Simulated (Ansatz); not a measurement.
`B[N]1[CH2][AlH]1`, charge 0, multiplicity 1.

Problem. Give a relaxed structure at PBE0-D4/def2-TZVP (the Gaussian-basis code of Ansatz). (Best estimate.)

Solution. The calculation gave: 
Z-matrix (Å, degrees):
```
C
N 1 1.526
Al 1 1.902 2 60.8
H 1 1.090 2 113.8 3 115.7
H 1 1.090 2 113.8 3 -115.8
B 2 1.389 1 127.5 3 179.6
H 3 1.569 1 165.8 2 -179.9
H 6 1.204 2 120.4 1 0.1
H 6 1.202 2 118.8 1 -179.9
```
Point group Cs.
This is one stationary point; other conformers may exist.
